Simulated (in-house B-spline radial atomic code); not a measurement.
Response and correlation along the 30-electron series, closed shell [Ar] 3d10 4s2; the second-order energy is extrapolated in partial waves. Computed with a B-spline radial code for spherical atoms: relativistic RPA and second-order many-body perturbation theory on Dirac-Hartree-Fock.

```csv
ion,Z,dipole polarisability (bohr³),quadrupole polarisability (bohr⁵),ratio of RPA to uncoupled dipole,second order correlation energy (Eh),C6 of two such ions (Eh bohr⁶)
Sm32+,62,0.087475,0.0095224,1.0796,-1.7791,0.02473
Eu33+,63,?,?,?,?,?
Gd34+,64,?,?,?,?,?
Tb35+,65,0.067528,0.0063199,1.0788,-1.7902,0.01658
Dy36+,66,0.062128,0.0055394,1.0787,-1.7939,0.014577
```

Problem. Fill in the row of Eu33+.

Solution. dipole polarisability (bohr³): 0.080124; quadrupole polarisability (bohr⁵): 0.0082851; ratio of RPA to uncoupled dipole: 1.0793; second order correlation energy (Eh): -1.7828; C6 of two such ions (Eh bohr⁶): 0.021593.

Problem. Fill in the row of Gd34+.

Solution. dipole polarisability (bohr³): 0.073504; quadrupole polarisability (bohr⁵): 0.0072273; ratio of RPA to uncoupled dipole: 1.079; second order correlation energy (Eh): -1.7865; C6 of two such ions (Eh bohr⁶): 0.018899.

Problem. How fast does the dipole polarisability fall along the series?

Solution. From 0.08748 to 0.06213 bohr³; a fit of its logarithm against log Z from Z = 62 to 66 has slope -5.47.
